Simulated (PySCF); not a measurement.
## Telling isomers of C9H9OP apart by NMR

Theory: NMR shieldings at PBE0/pcSseg-1/GIAO, GFN2-xTB geometry, in PySCF (relativity neglected, fast rotation and ring inversion assumed for equivalent nuclei, isolated molecule, one computed conformer).

References, each an isolated molecule treated in the same way: TMS for 1H (σ = 31.72 ppm), 13C (σ = 186.93 ppm). Splittings of carbon signals by F and P are missing where no couplings were computed. Where no couplings were computed, multiplicities follow the n + 1 count of equivalent neighbours, and m marks all less simple cases (inequivalent or close neighbours, rings, F or P nearby). Shifts are as computed. Against solution values, carbons near 30 ppm lie about +3 ppm off and those near 130 ppm about +5 ppm. Of 1211 compounds with measured shifts, 218 miss one by over three times the rms of a fit or turn the order of signals round; such compounds aren't used in these exercises.

(1) Tabulate the signals of `CCc1oc2ccccc2p1`, `COC1=C(c2ccccc2)P1`, `O=Cc1cpccc1C1CC1` and their relative energies.

(2) What is the quickest way to tell COC1=C(c2ccccc2)P1 from O=Cc1cpccc1C1CC1?

(3) What is the quickest way to tell CCc1oc2ccccc2p1 from O=Cc1cpccc1C1CC1?

(4) What is the quickest way to tell CCc1oc2ccccc2p1 from COC1=C(c2ccccc2)P1?

Results:

(1) 
| SMILES | carbon types | δC | δH | E rel. (kcal/mol) |
| --- | --- | --- | --- | --- |
| CCc1oc2ccccc2p1 | 3×C 4×CH 1×CH2 1×CH3 | 220.0, 165.2, 145.7, 134.7, 130.9, 127.4, 118.3, 31.6, 13.5 | 8.38 (m, 1H), 7.91 (m, 1H), 7.71 (m, 1H), 7.56 (m, 1H), 3.13 (m, 2H), 1.63 (t, 3H) | 0.0 |
| COC1=C(c2ccccc2)P1 | 3×C 5×CH 1×CH3 | 147.3, 135.3, 133.8, 132.8, 131.6, 79.7, 62.2 | 7.80 (m, 2H), 7.66 (m, 2H), 7.47 (t, 1H), 4.29 (s, 3H), 3.15 (m, 1H) | 53.5 |
| O=Cc1cpccc1C1CC1 | 2×C 5×CH 2×CH2 | 195.3, 172.3, 167.2, 152.8, 142.8, 140.3, 18.1, 10.2 | 11.27 (m, 1H), 10.19 (m, 1H), 9.43 (m, 1H), 8.32 (m, 1H), 2.52 (m, 1H), 1.17 (m, 2H), 0.75 (m, 2H) | 32.4 |

Energies are electronic energies at PBE0/pcSseg-1 on these geometries, without zero-point or thermal terms, each for the one conformer computed, which needn't be the lowest.

(2) Count the carbon signals: 7 against 8. The first has a methyl carbon bonded to O (CH3) at 62.2 ppm, the second a three-membered-ring carbon (CH) at 18.1 ppm. Their most deshielded carbons lie at 147.3 and 195.3 ppm. In the proton spectra the most deshielded non-exchanging signals are 7.80 (m, 2H) and 11.27 (m, 1H).

(3) Count the carbon signals: 9 against 8. The first has a substituted aromatic carbon next to the ring oxygen (C) at 220.0 ppm, the second an aldehyde carbonyl carbon (CH) at 195.3 ppm. In the proton spectra the most deshielded non-exchanging signals are 8.38 (m, 1H) and 11.27 (m, 1H).

(4) Count the carbon signals: 9 against 7. The first has a substituted aromatic carbon next to the ring oxygen (C) at 220.0 ppm, the second a β carbon of an enol-ether or enamine type C=C (C) at 79.7 ppm. Their most deshielded carbons lie at 220.0 and 147.3 ppm. In the proton spectra the most deshielded non-exchanging signals are 8.38 (m, 1H) and 7.80 (m, 2H).
